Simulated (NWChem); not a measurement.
System: TeBrF; SMILES F[Te]Br

NWChem input:

```
start job
memory heap 200 mb stack 900 mb global 1100 mb
geometry units angstroms
  Te     0.400356    -0.331437     0.692929
  F      1.472254    -1.278865    -0.687018
  Br    -0.989385     0.833346    -0.943200
end
basis spherical
  * library def2-svp
end
ecp
  Te library def2-ecp
end
dft
  xc pbe0
  iterations 150
end
driver
  maxiter 120
end
task dft optimize
dft
  grid fine
  convergence energy 1d-8 density 1d-7
end
task dft freq numerical
```

Parts of the log:

```
             Northwest Computational Chemistry Package (NWChem) 7.3.0
             --------------------------------------------------------

 CS  symmetry detected

                             Geometry "geometry" -> ""
                             -------------------------

 Output coordinates in angstroms (scale by  1.889725989 to convert to a.u.)

  No.       Tag          Charge          X              Y              Z
 ---- ---------------- ---------- -------------- -------------- --------------
    1 Te                  52.0000     0.31106246     0.84137398     0.00000000
    2 F                    9.0000    -1.63104704     1.26451646     0.00000000
    3 Br                  35.0000    -0.04273784    -1.57520272     0.00000000

 Effective nuclear repulsion energy (a.u.)     570.1624950144

      Symmetry information
      --------------------

 Group name             Cs
 Group number              2
 Group order               2
 No. of unique centers     3

                                Z-matrix (autoz)
                                --------

 Units are Angstrom for bonds and degrees for angles

      Type          Name      I     J     K     L     M      Value
      ----------- --------  ----- ----- ----- ----- ----- ----------
    1 Stretch                  1     2                       1.98767
    2 Stretch                  1     3                       2.44234
    3 Bend                     2     1     3                93.96214

                           NWChem Geometry Optimization
                           ----------------------------

 maximum gradient threshold         (gmax) =   0.000450
 rms gradient threshold             (grms) =   0.000300
 maximum cartesian step threshold   (xmax) =   0.001800
 rms cartesian step threshold       (xrms) =   0.001200
 fixed trust radius                (trust) =   0.300000
 source of zmatrix                         =   autoz

          -------------------
          Energy Minimization
          -------------------

 Using diagonal initial Hessian
 Scaling for Hessian diagonals: bonds = 1.00  angles = 0.25  torsions = 0.10

          --------
          Step   0

                                 NWChem DFT Module
                                 -----------------

 Summary of "ao basis" -> "ao basis" (spherical)
 ------------------------------------------------------------------------------
       Tag                 Description            Shells   Functions and Types
 ---------------- ------------------------------  ------  ---------------------
 Te                         def2-svp                10       26   4s4p2d
 F                          def2-svp                 6       14   3s2p1d
 Br                         def2-svp                12       32   5s4p3d

      Symmetry analysis of basis
      --------------------------

        a'         50
        a"         22

            General Information
            -------------------
          SCF calculation type: DFT
          Wavefunction type:  closed shell.
          No. of atoms     :     3
          No. of electrons :    68
           Alpha electrons :    34
            Beta electrons :    34
          Charge           :     0
          Spin multiplicity:     1
          Use of symmetry is: on ; symmetry adaption is: on
          Maximum number of iterations: 150
          AO basis - number of functions:    72
                     number of shells:    28
          Convergence on energy requested:  1.00D-06
          Convergence on density requested:  1.00D-05
          Convergence on gradient requested:  5.00D-04

              XC Information
              --------------
                         PBE0 Method XC Functional
                     Hartree-Fock (Exact) Exchange  0.250
          PerdewBurkeErnzerhof Exchange Functional  0.750
            Perdew 1991 LDA Correlation Functional  1.000 local
           PerdewBurkeErnz. Correlation Functional  1.000 non-local

             Grid Information
             ----------------
          Grid used for XC integration:  medium
          Radial quadrature: Mura-Knowles
          Angular quadrature: Lebedev.
          Tag              B.-S. Rad. Rad. Pts. Rad. Cut. Ang. Pts.
          ---              ---------- --------- --------- ---------
          Te                  1.40      123           8.0       590
          F                   0.50       49           9.0       434
          Br                  1.15      112           8.0       590
          Grid pruning is: on
          Number of quadrature shells:   284
          Spatial weights used:  Erf1

      Superposition of Atomic Density Guess
      -------------------------------------

 Sum of atomic energies:       -2982.60203829

      Non-variational initial energy
      ------------------------------

 Total energy =   -2938.413619
 1-e energy   =   -4768.516317
 2-e energy   =    1539.364985
 HOMO         =      -0.206406
 LUMO         =      -0.087101

      Symmetry analysis of molecular orbitals - initial
      -------------------------------------------------

  Numbering of irreducible representations:

     1 a'          2 a"

  Orbital symmetries:

     1 a'          2 a'          3 a'          4 a'          5 a"
     6 a'          7 a'          8 a'          9 a'         10 a"
    11 a'         12 a'         13 a'         14 a"         15 a'
    16 a'         17 a"         18 a'         19 a"         20 a'
    21 a'         22 a'         23 a"         24 a"         25 a'
    26 a'         27 a'         28 a'         29 a"         30 a'
    31 a'         32 a"         33 a'         34 a"         35 a'
    36 a'         37 a'         38 a'         39 a"         40 a'
    41 a"         42 a'         43 a'         44 a"

   convergence    iter        energy       DeltaE   RMS-Dens  Diis-err
 ---------------- ----- ----------------- --------- --------- ---------
 d= 0,ls=0.0,diis     1  -2941.1591373760 -3.23D+03  2.45D-02  6.35D-01
 d= 0,ls=0.0,diis     2  -2940.9188539610  2.40D-01  1.43D-02  3.14D+00
 d= 0,ls=0.0,diis     3  -2941.2381594524 -3.19D-01  3.37D-03  3.89D-02
 d= 0,ls=0.0,diis     4  -2941.2410961074 -2.94D-03  1.58D-03  1.14D-02
 d= 0,ls=0.0,diis     5  -2941.2426128937 -1.52D-03  3.39D-04  4.68D-04
  Resetting Diis
 d= 0,ls=0.0,diis     6  -2941.2426829062 -7.00D-05  4.32D-05  1.78D-05
 d= 0,ls=0.0,diis     7  -2941.2426846232 -1.72D-06  2.94D-05  8.52D-07
 d= 0,ls=0.0,diis     8  -2941.2426845259  9.73D-08  1.67D-05  1.70D-06
 d= 0,ls=0.0,diis     9  -2941.2426847832 -2.57D-07  2.08D-06  4.09D-08

         Total DFT energy =    -2941.242684783183
      One electron energy =    -4768.233724377101
           Coulomb energy =     1658.485040123260
    Exchange-Corr. energy =     -122.231713781753
 Nuclear repulsion energy =      290.737713252411

 Numeric. integr. density =       67.999997496151

                  Occupations of the irreducible representations
                  ----------------------------------------------

                     irrep           alpha         beta
                     --------     --------     --------
                     a'               24.0         24.0
                     a"               10.0         10.0

                       DFT Final Molecular Orbital Analysis
                       ------------------------------------

 Vector   32  Occ=2.000000D+00  E=-3.443283D-01  Symmetry=a"
              MO Center= -8.4D-02, -1.1D+00, -6.6D-14, r^2= 2.5D+00
   Bfn.  Coefficient  Atom+Function         Bfn.  Coefficient  Atom+Function
  ----- ------------  ---------------      ----- ------------  ---------------
    57      0.527568  3 Br pz                54      0.481815  3 Br pz
    51     -0.318799  3 Br pz                13      0.205431  1 Te pz
    32      0.180312  2 F  pz                16      0.143458  1 Te pz
    35     -0.134296  2 F  pz                48      0.103549  3 Br pz
    10     -0.079392  1 Te pz                 7     -0.062303  1 Te pz

 Vector   33  Occ=2.000000D+00  E=-3.343039D-01  Symmetry=a'
              MO Center= -1.2D-01, -1.3D+00,  2.2D-15, r^2= 2.1D+00
   Bfn.  Coefficient  Atom+Function         Bfn.  Coefficient  Atom+Function
  ----- ------------  ---------------      ----- ------------  ---------------
    55      0.567175  3 Br px                52      0.513201  3 Br px
    49     -0.338921  3 Br px                30     -0.127957  2 F  px
    31      0.124208  2 F  py                46      0.110058  3 Br px
    33      0.101367  2 F  px                34     -0.091281  2 F  py
    56     -0.081038  3 Br py                 3     -0.078016  1 Te s

 Vector   34  Occ=2.000000D+00  E=-2.410808D-01  Symmetry=a"
              MO Center=  1.9D-01,  4.7D-01, -5.7D-14, r^2= 3.2D+00
   Bfn.  Coefficient  Atom+Function         Bfn.  Coefficient  Atom+Function
  ----- ------------  ---------------      ----- ------------  ---------------
    13      0.589808  1 Te pz                16      0.484884  1 Te pz
    57     -0.308853  3 Br pz                54     -0.247234  3 Br pz
    10     -0.221215  1 Te pz                32      0.192243  2 F  pz
     7     -0.172253  1 Te pz                51      0.161249  3 Br pz
    35     -0.154177  2 F  pz                48     -0.052235  3 Br pz

[...]

      ----------------------
      Optimization converged
      ----------------------

  Step       Energy      Delta E   Gmax     Grms     Xrms     Xmax
  ---- ---------------- -------- -------- -------- -------- --------
@    5   -2941.24477486 -8.4D-08  0.00003  0.00002  0.00075  0.00151
                                     ok       ok       ok       ok

                                Z-matrix (autoz)
                                --------

 Units are Angstrom for bonds and degrees for angles

      Type          Name      I     J     K     L     M      Value     Gradient
      ----------- --------  ----- ----- ----- ----- ----- ---------- ----------
    1 Stretch                  1     2                       1.93685   -0.00002
    2 Stretch                  1     3                       2.48985    0.00003
    3 Bend                     2     1     3                98.81801    0.00001

                         Geometry "geometry" -> "geometry"
                         ---------------------------------

 Output coordinates in angstroms (scale by  1.889725989 to convert to a.u.)

  No.       Tag          Charge          X              Y              Z
 ---- ---------------- ---------- -------------- -------------- --------------
    1 Te                  52.0000     0.25458611     0.83940735     0.00000000
    2 F                    9.0000    -1.61939769     1.32888552     0.00000000
    3 Br                  35.0000     0.00208916    -1.63760515     0.00000000

 Effective nuclear repulsion energy (a.u.)     563.9825232696

      Symmetry information
      --------------------

 Group name             Cs
 Group number              2
 Group order               2
 No. of unique centers     3

                Final and change from initial internal coordinates
                --------------------------------------------------

                                Z-matrix (autoz)
                                --------

 Units are Angstrom for bonds and degrees for angles

      Type          Name      I     J     K     L     M      Value       Change
      ----------- --------  ----- ----- ----- ----- ----- ---------- ----------
    1 Stretch                  1     2                       1.93685   -0.05082
    2 Stretch                  1     3                       2.48985    0.04751
    3 Bend                     2     1     3                98.81801    4.85587

 ==============================================================================
                                internuclear distances
 ------------------------------------------------------------------------------
       center one      |      center two      | atomic units |  angstroms
 ------------------------------------------------------------------------------
    2 F                |   1 Te               |     3.66012  |     1.93685
    3 Br               |   1 Te               |     4.70513  |     2.48985
 ------------------------------------------------------------------------------
                         number of included internuclear distances:          2
 ==============================================================================

[second-derivative integrals and response iterations left out]

  Vibrational analysis via the FX method

  See chapter 2 in "Molecular Vibrations" by Wilson, Decius and Cross

  Vib: Default input used

 ---------------------------- Atom information ----------------------------
     atom    #        X              Y              Z            mass
 --------------------------------------------------------------------------
    Te       1  4.8109799D-01  1.5862499D+00  0.0000000D+00  1.2990670D+02
    F        2 -3.0602179D+00  2.5112295D+00  0.0000000D+00  1.8998400D+01
    Br       3  3.9479380D-03 -3.0946250D+00  0.0000000D+00  7.9916500D+01
 --------------------------------------------------------------------------

[unprojected Hessian and modes left out]

        Vibrational analysis via the FX method
  --- with translations and rotations projected out ---
  --- via the Eckart algorithm                      ---
 Projected Nuclear Hessian trans-rot subspace norm:6.7031D-34
                         (should be close to zero!)

[projected Hessian left out]

 Rotational Constants
 --------------------
 A=   0.292795 cm-1  (  0.421258 K)
 B=   0.049583 cm-1  (  0.071338 K)
 C=   0.042403 cm-1  (  0.061007 K)

 Temperature                      =   298.15K
 frequency scaling parameter      =   1.0000

 Zero-Point correction to Energy  =    1.488 kcal/mol  (  0.002372 au)
 Thermal correction to Energy     =    4.057 kcal/mol  (  0.006465 au)
 Thermal correction to Enthalpy   =    4.649 kcal/mol  (  0.007408 au)

 Total Entropy                    =   74.298 cal/mol-K
   - Translational                =   42.167 cal/mol-K (mol. weight = 228.8216)
   - Rotational                   =   27.351 cal/mol-K (symmetry #  =        1)
   - Vibrational                  =    4.781 cal/mol-K

 Cv (constant volume heat capacity) =   10.565 cal/mol-K
   - Translational                  =    2.979 cal/mol-K
   - Rotational                     =    2.979 cal/mol-K
   - Vibrational                    =    4.607 cal/mol-K

[normal modes left out]

 ----------------------------------------------------------------------------
 Normal Eigenvalue ||           Projected Infra Red Intensities
  Mode   [cm**-1]  || [atomic units] [(debye/angs)**2] [(KM/mol)] [arbitrary]
 ------ ---------- || -------------- ----------------- ---------- -----------
    1       -0.000 ||    0.000010           0.000         0.010       0.011
    2        0.000 ||    0.000983           0.023         0.958       1.086
    3        0.000 ||    0.003179           0.073         3.099       3.513
    4        0.000 ||    0.000156           0.004         0.152       0.172
    5        0.000 ||    0.000455           0.011         0.444       0.503
    6        0.000 ||    0.000199           0.005         0.194       0.220
    7      141.623 ||    0.003625           0.084         3.534       4.006
    8      269.121 ||    0.017715           0.409        17.269      19.576
    9      630.895 ||    0.055123           1.272        53.737      60.914
 ----------------------------------------------------------------------------
```

Level: PBE0/def2-SVP with def2 effective core potentials on Te. This build's default masses of Se (78.918 u) and Br (79.917 u) are each other's, which moves their modes by up to 0.6 %. def2 effective core potentials on Te; no spin-orbit coupling.
